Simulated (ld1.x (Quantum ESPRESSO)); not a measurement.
**nitrogen: ultrasoft pseudisation with LDA (PZ), scalar-relativistic reference atom.**

| Property | Result |
| --- | --- |
| Element | nitrogen |
| Generator | ld1.x (Quantum ESPRESSO) 7.5 |
| Type | ultrasoft |
| Functional | LDA (PZ) |
| Relativity | scalar-relativistic |
| Frozen core | [He] |
| Valence charge | 5 |
| Reference configuration | 2s2 2p2 (charge +1) |
| Partial waves | 2s (bound): rcut 0.60, rcutus 0.75 bohr; 2s channel at 2.45 Ry: rcut 0.60, rcutus 0.75 bohr; 2p (bound): rcut 1.60, rcutus 2.15 bohr; 2p channel at 0.45 Ry: rcut 1.60, rcutus 2.15 bohr; 3d channel at 0.45 Ry: rcut 1.25, rcutus 1.70 bohr; 3d channel at 1.75 Ry: rcut 1.25, rcutus 1.70 bohr |
| Local potential | all-electron potential smoothed inside 2.00 bohr (lloc = -1) |
| Core correction | none |
| Augmentation charge | PSQ, inside the norm-conserving radii |

All-electron outer shells of the reference configuration (LDA (PZ), scalar-relativistic, ld1.x):

```json
{"shell": "2s", "level (eV)": "-32.25", "outermost node (bohr)": "0.32", "outermost maximum (bohr)": "0.99"}
{"shell": "2p", "level (eV)": "-20.82", "outermost node (bohr)": "–", "outermost maximum (bohr)": "0.91"}
```

Calculated quality:

| Quantity | Value |
| --- | --- |
| Largest excitation error | +694 meV (all-electron minus pseudo) for 2s1 2p0, out of 7 test configurations |
| Lowest eigenvalue of the overlap operator | -2.82 (s channel); it is negative, so in a basis up to 400 Ry S is not positive definite and the file is unfit for use |
| Density cutoff estimated by the generator | 836 Ry |

The ghost test of this file was not conclusive. Its overlap operator is not positive definite in a basis up to 400 Ry (lowest eigenvalue s -2.82), so the file is unfit for use: the generalised eigenproblem breaks down once the basis is large enough, and its test numbers describe a broken file.

Generation and tests took about 1.3 s on one core of a shared server CPU.
